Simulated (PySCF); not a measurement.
C₃H₈FNSi.
Numbering: `[F:1][CH2:2][CH2:3]/[CH:4]=[N:5]\[SiH3:6]` (hydrogens: H7, H8 on C2; H9, H10 on C3; H11 on C4; H12, H13, H14 on Si6)

Jobs on this species (14 atoms, 56 electrons) with PySCF (density fitting). Hardware of each: one thread, Arm Neoverse V1 (aarch64), no GPU, on a shared host. The host was shared with other jobs, so the times are rough. Peak memory is the resident size of the whole Python process, interpreter and libraries included.

```
                                                                 level and settings                                                          work  basis functions  SCF cycles  wall time  peak memory
 delta-SCF UKS SCAN, pcX-2 on the ionised atom, pcseg-1 elsewhere, non-relativistic                                 ΔSCF core ionisation, 7 holes              170           ?          ?            ?
    delta-SCF UKS PBE0, pcX-2 on the ionised atom, pcseg-1 elsewhere, spin-free X2C                                 ΔSCF core ionisation, 7 holes              170           ?          ?            ?
   delta-SCF UKS B3LYP, pcX-2 on the ionised atom, pcseg-1 elsewhere, spin-free X2C                                 ΔSCF core ionisation, 7 holes              170         105       60 s     0.73 GiB
     delta-SCF UKS PBE, pcX-2 on the ionised atom, pcseg-1 elsewhere, spin-free X2C                                 ΔSCF core ionisation, 7 holes              170         115       30 s     0.63 GiB
    delta-SCF UKS SCAN, pcX-1 on the ionised atom, pcseg-1 elsewhere, spin-free X2C                                 ΔSCF core ionisation, 7 holes              150         116       40 s     0.49 GiB
      delta-SCF UKS HF, pcX-2 on the ionised atom, pcseg-1 elsewhere, spin-free X2C                                 ΔSCF core ionisation, 7 holes              170         142       45 s     0.61 GiB
    delta-SCF UKS SCAN, pcX-2 on the ionised atom, pcseg-1 elsewhere, spin-free X2C                                 ΔSCF core ionisation, 7 holes              170         117       49 s     0.65 GiB
                                                 PBE0-D3(BJ)/def2-SVP, grid level 1  geometry optimisation from a GFN2-xTB start shaken at random              128          55       60 s     0.50 GiB
delta-SCF UKS SCAN, def2-TZVP on the ionised atom, pcseg-1 elsewhere, spin-free X2C                                 ΔSCF core ionisation, 7 holes              147         118       46 s     0.56 GiB
```

Problem. Fill in the missing figures.

Solution. 
- delta-SCF UKS SCAN, pcX-2 on the ionised atom, pcseg-1 elsewhere, non-relativistic; ΔSCF core ionisation, 7 holes: 46 s, 0.62 GiB, 117 SCF cycles
- delta-SCF UKS PBE0, pcX-2 on the ionised atom, pcseg-1 elsewhere, spin-free X2C; ΔSCF core ionisation, 7 holes: 58 s, 0.71 GiB, 105 SCF cycles

Problem. What do all jobs in the table cost together?

Solution. About 7.2 min; the longest takes about 14 % of that, and about 2 times as long as the shortest.
